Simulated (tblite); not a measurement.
C8H9 (doublet state).
SMILES with atom numbers: `[CH2:1][c:2]1[cH:3][cH:4][c:5]([CH3:6])[cH:7][cH:8]1` (hydrogens: H9, H10 on C1; H11 on C3; H12 on C4; H13, H14, H15 on C6; H16 on C7; H17 on C8)

Computed geometry: GFN2-xTB, gas phase. This method treats the open shell by occupation alone, without spin polarisation.

(1) Give the optimised bond lengths and angles.

Answers

(1) 
```json
{"bond": "C1–C2", "length (Å)": "1.377"}
{"bond": "C2–C3", "length (Å)": "1.424"}
{"bond": "C3–C4", "length (Å)": "1.369"}
{"bond": "C4–C5", "length (Å)": "1.399"}
{"bond": "C5–C6", "length (Å)": "1.495"}
{"bond": "C5–C7", "length (Å)": "1.398"}
{"bond": "C7–C8", "length (Å)": "1.370"}
{"bond": "C2–C8", "length (Å)": "1.424"}
{"bond": "C1–H9, C1–H10", "length (Å)": "1.075"}
{"bond": "C3–H11", "length (Å)": "1.080"}
{"bond": "C4–H12", "length (Å)": "1.081"}
{"bond": "C6–H13, C6–H14, C6–H15", "length (Å)": "1.089"}
{"bond": "C7–H16", "length (Å)": "1.082"}
{"bond": "C8–H17", "length (Å)": "1.080"}
```

Bonds in one row agree within 0.01 Å and their mean is given. A selection of angles:
```json
{"angle": "C1–C2–C3", "degrees": "121.7"}
{"angle": "C1–C2–C8", "degrees": "121.7"}
{"angle": "C3–C2–C8", "degrees": "116.7"}
{"angle": "C2–C3–C4", "degrees": "121.2"}
{"angle": "C3–C4–C5", "degrees": "121.4"}
{"angle": "C4–C5–C6", "degrees": "120.7"}
{"angle": "C4–C5–C7", "degrees": "118.3"}
{"angle": "C6–C5–C7", "degrees": "121.0"}
{"angle": "C5–C7–C8", "degrees": "121.3"}
{"angle": "C2–C8–C7", "degrees": "121.2"}
```

C3 (carbon bonded to 2 C and H) is planar (angles 121.2°, 120.4° and 118.5°, sum 360.0°, 0.00 Å off the plane of its three neighbours). C7 (carbon bonded to 2 C and H) is planar (angles 121.3°, 119.6° and 119.0°, sum 360.0°, 0.00 Å off the plane of its three neighbours). The 8 heavy atoms lie in one plane (0.005 Å rms). Of the pairs four or more bonds apart, H13···H16 is among the closest relative to their van der Waals radii: 2.44 Å, 102 % of the sum of Bondi's values. C2 (carbon bonded to 3 C) is planar (angles 121.7°, 121.7° and 116.7°, sum 360.0°, 0.00 Å off the plane of its three neighbours). C5 (carbon bonded to 3 C) is planar (angles 121.0°, 120.7° and 118.3°, sum 360.0°, 0.01 Å off the plane of its three neighbours). C8 (carbon bonded to 2 C and H) is planar (angles 121.2°, 120.3° and 118.5°, sum 360.0°, 0.00 Å off the plane of its three neighbours).

Point group: near Cs, missed by 0.12 Å at most; the miss may be what the optimiser left on a soft mode. GFN2-xTB frequencies show an imaginary mode (36i cm⁻¹), so the point is no minimum at that level.

The run took 0.31 s wall on one thread of an Arm Neoverse V1, no GPU, shared host with 64 logical CPUs at a one-minute load of 18. That covers the optimisation of the geometry.
